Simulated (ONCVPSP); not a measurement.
**What one change does to a pseudopotential (Cd, ONCV)**

| Item | Value |
| --- | --- |
| Element | Cd |
| Generator | ONCVPSP 4.0.1 |
| Type | optimised norm-conserving Vanderbilt (ONCV) |
| Functional | LDA (Perdew-Wang 92) |
| Relativity | non-relativistic |
| Frozen core | [Kr] |
| Valence charge | 12 |
| Reference configuration | 4d10 5s2 |
| Partial waves | 5s: rc 2.60 bohr, ncon 3, nbas 6, qcut 2.7 1/bohr, 1 projector; p scattering state at 0.11 Ha: rc 2.70 bohr, ncon 4, nbas 8, qcut 2.8 1/bohr, 1 projector; 4d: rc 1.75 bohr, ncon 4, nbas 9, qcut 9.3 1/bohr, 2 projectors, debl 3.7 Ha; f scattering state at 0.39 Ha: rc 2.00 bohr, ncon 4, nbas 7, qcut 5.9 1/bohr, 2 projectors, debl 2.6 Ha |
| Local potential | polynomial inside 1.60 bohr (lpopt 5, dvloc0 0 Ha) |
| Core correction | polynomial model core, fcfact 0.6 |

In the p channel the program set the typed energies aside and used 0.050 Ha.

Change: s: qcut 2.6; p: qcut 2.7; d: qcut 8.9; f: qcut 5.7.

Cutoffs: the cutoffs (Ha) at which the residual kinetic energy of the hardest occupied pseudo-wave falls to 1 and 0.1 mHa per electron; they do not see the model core or the augmentation charge, which bear on the density cutoff. Errors are all-electron minus pseudo energies relative to the spin-unpolarised reference configuration.

Q: Predict the effect on cutoff, ghosts and configuration errors.

A: The potential gets neither clearly harder nor softer (30 Ha and 35 Ha → 29 Ha and 33 Ha); both files keep a bound ghost (s); the number of tests with a reliable result goes from 3 to 4; the errors of the 3 common tests hardly move.

```csv
quantity,base,changed
"cutoff, loose",30 Ha,29 Ha
"cutoff, tight",35 Ha,33 Ha
loose cutoff by channel,"s 3.5 Ha, d 30 Ha","s 3.6 Ha, d 29 Ha"
bound ghosts,s,s
GHOST(+) flags under 300 eV,p at 14.7 eV,p at 14.5 eV
tests with a reliable result,3 of 4,4 of 4
"error for 4d10 5s1, meV [ΔE 9.07 eV]",-4.4,-4.3
"error for 4d10 5s0, meV [ΔE 25.69 eV]",-40,-40
"error for 4d10 5s0 5p2, meV [ΔE 8.77 eV]",-11,-12
s: phases at 2.64 bohr within 0.05 rad from the reference energy up to (Ha; the scan ends near 5),1.3,n/a
p: phases at 2.74 bohr within 0.05 rad from the reference energy up to (Ha; the scan ends near 5),0.4,0.4
d: phases at 1.78 bohr within 0.05 rad from the reference energy up to (Ha; the scan ends near 5),to the end of the scan,to the end of the scan
f: phases at 2.03 bohr within 0.05 rad from the reference energy up to (Ha; the scan ends near 5),to the end of the scan,to the end of the scan
"rms error of d²Exc/dni dnj with the model core, mHa",0.65,0.66
```

 A true bound ghost makes a file unfit for plane-wave use even where its test errors are small: the radial tests pick states by their node count and pass the ghost by.
